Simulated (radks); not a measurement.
O, configuration [He] 2s2 2p3.5 3d0.5 (fractional occupations, a model configuration).

Method: scalar-relativistic Kohn-Sham, LDA (Slater exchange, Perdew-Wang correlation), spin-polarised, spherical densities, finite nucleus; open shells are filled with parallel spins first; Fermi nuclear charge, rms radius 2.6991 fm; computed with a radial shooting solver on a logarithmic mesh with Libxc functionals.

Energy parts (eV):
part                     energy
total                 -2024.493
kinetic                2018.382
electron-nucleus      -4772.512
Hartree                 938.949
exchange-correlation   -209.313

Orbitals (lengths in bohr, moments of r in powers of bohr; r(90%) holds 90 % of the orbital's charge):
orbital,occ.,eigenvalue (eV),<r^2>,r(90%)
1s up,1,-518.7819,0.05459,0.360
1s down,1,-516.8417,0.05419,0.359
2s up,1,-31.6941,1.481,1.77
2s down,1,-27.4915,1.594,1.84
2p up,3,-16.9624,1.704,1.97
2p down,0.5,-12.8234,2.043,2.18
3d up,0.5,-0.4702,277.4,22.5
3d down,0,-0.3795,306.6,23.8

The highest occupied level is 3d up at -0.470 eV. Spin moment in Bohr magnetons: 3. Summed over all electrons, <r^2> = 148.0 bohr^2, which gives a Langevin (diamagnetic) susceptibility term of -117 x 10^-6 cm^3/mol. The density falls to 0.001 e/bohr^3 at r = 3.05 bohr. The electron density at the nucleus is 317.7 e/bohr^3 (large components only). The spin density at the nucleus is -0.0502 e/bohr^3 (1s -0.6935, 2s 0.6432).
